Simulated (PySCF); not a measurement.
The vertical singlet excitations below were computed for one of the candidates. Method: TDDFT PBE0/def2-SVPD, vertical, gas phase, core orbitals frozen in the response (PySCF 2.14.0, density-fitted response routines). Geometries: GFN2-xTB, one conformer each.

| state | ν̃ (cm⁻¹) | f | main configurations (H = HOMO, L = LUMO) |
| --- | --- | --- | --- |
| S1 | 56010 | 0.0076 | H→L (94%) |
| S2 | 60570 | 0.012 | H→L+1 (82%) |
| S3 | 61520 | 0.021 | H→L+2 (86%) |
| S4 | 63090 | 0.013 | H→L+3 (83%) |
| S5 | 65360 | 0.0062 | H→L+4 (75%), H→L+7 (9%) |
| S6 | 67580 | 0.010 | H-1→L (96%) |

Triplets computed (Tamm–Dancoff): 6.81, 7.39 eV.

Task: Which structure fits?
A. `NC(=O)C=C1CCC1`
B. `C=C1C[C@@H]1NC(C)=O`
C. `CCC[C@H](C)OC`

Result: C. Its S1, at 6.94 eV, is the highest among the candidates; the nearest of the others has S1 at 5.45 eV. S1 is HOMO→LUMO (94%). Löwdin shares by element: HOMO oxygen 56%, carbon 26% or more (atoms not listed hold the other 18%); LUMO carbon 34% or more, hydrogen 6% or more (atoms not listed hold the other 59%). At the same level the other candidates give, for their lowest levels:
- `NC(=O)C=C1CCC1`: 4.67 eV (f 0.000); 5.93 eV (f 0.332); 6.05 eV (f 0.171); 6.67 eV (f 0.000); 6.82 eV (f 0.006); T1 3.76 eV; HOMO -7.19, LUMO -0.83 eV
- `C=C1C[C@@H]1NC(C)=O`: 5.45 eV (f 0.014); 5.79 eV (f 0.002); 6.29 eV (f 0.010); 6.32 eV (f 0.018); 6.74 eV (f 0.006); T1 4.33 eV; HOMO -7.05, LUMO -0.27 eV

Shape of the structure used: `[CH3:1][CH2:2][CH2:3][C@H:4]([CH3:5])[O:6][CH3:7]`: C1–C2–C3–C4 -179°, C2–C3–C4–C5 -173°, C3–C4–O6–C7 -161°.

Without π bonds the low states are Rydberg-like; a valence basis with one diffuse set may place them up to an eV too high.
